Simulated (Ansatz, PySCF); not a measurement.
C4H9FSi, SMILES FC1([SiH3])CCC1. Atoms are numbered in the order given.

```xyz
15

F      1.7413     0.3249     0.0000
C      0.3968    -0.0144     0.0000
Si    -0.5846     1.6210     0.0000
C     -0.0154    -1.0325     1.0739
C     -0.8573    -1.7471     0.0000
C     -0.0154    -1.0325    -1.0739
H     -2.0506     1.3224     0.0000
H     -0.2415     2.4068    -1.2216
H     -0.2415     2.4068     1.2216
H     -0.5057    -0.6746     1.9925
H      0.8716    -1.6235     1.3516
H     -0.8521    -2.8458     0.0000
H     -1.9029    -1.4053     0.0000
H      0.8716    -1.6235    -1.3516
H     -0.5057    -0.6746    -1.9925
```
Charge 0, spin multiplicity 1.

The structure is a stationary point at PBE0-D3(BJ)/def2-SVP. This is a generated structure with no PubChem entry under its InChIKey; it may be hypothetical.

Two levels are set side by side: PBE-D3(BJ)/def2-SVP (Ansatz, an electronic-structure program) and PBE0-D3(BJ)/def2-SVP (Ansatz). Each level has its own optimised geometry; the coordinates shown are those of the second. Frequencies come from the Hessian of PySCF at each geometry. Differences are taken from unrounded values.

| quantity | PBE0-D3(BJ) | PBE-D3(BJ) | PBE-D3(BJ) minus PBE0-D3(BJ) |
|---|---|---|---|
| mean bond length (Å) | 1.369 | 1.379 | 0.010 |
| bond F1–C2 (Å) | 1.387 | 1.404 | 0.017 |
| bond C2–Si3 (Å) | 1.907 | 1.918 | 0.011 |
| bond C2–C4 (Å) | 1.536 | 1.547 | 0.011 |
| bond C2–C6 (Å) | 1.536 | 1.547 | 0.011 |
| bond C4–C5 (Å) | 1.540 | 1.551 | 0.010 |
| bond C5–C6 (Å) | 1.540 | 1.551 | 0.010 |
| bond Si3–H7 (Å) | 1.496 | 1.507 | 0.011 |
| bond Si3–H8 (Å) | 1.492 | 1.503 | 0.010 |
| bond Si3–H9 (Å) | 1.492 | 1.503 | 0.010 |
| bond C4–H10 (Å) | 1.101 | 1.109 | 0.008 |
| bond C4–H11 (Å) | 1.101 | 1.110 | 0.008 |
| bond C5–H12 (Å) | 1.099 | 1.107 | 0.008 |
| bond C5–H13 (Å) | 1.100 | 1.108 | 0.008 |
| bond C6–H14 (Å) | 1.101 | 1.110 | 0.008 |
| bond C6–H15 (Å) | 1.101 | 1.109 | 0.008 |
| highest harmonic wavenumber (cm⁻¹) | 3163 | 3073 | -91 |
| mean harmonic wavenumber (cm⁻¹) | 1326 | 1281 | -45 |
| zero-point energy (kcal/mol) | 73.93 | 71.41 | -2.52 |

GGA bonds tend to be longer and softer than those of functionals with exact exchange. Differences between two approximate levels are no errors against the true value.
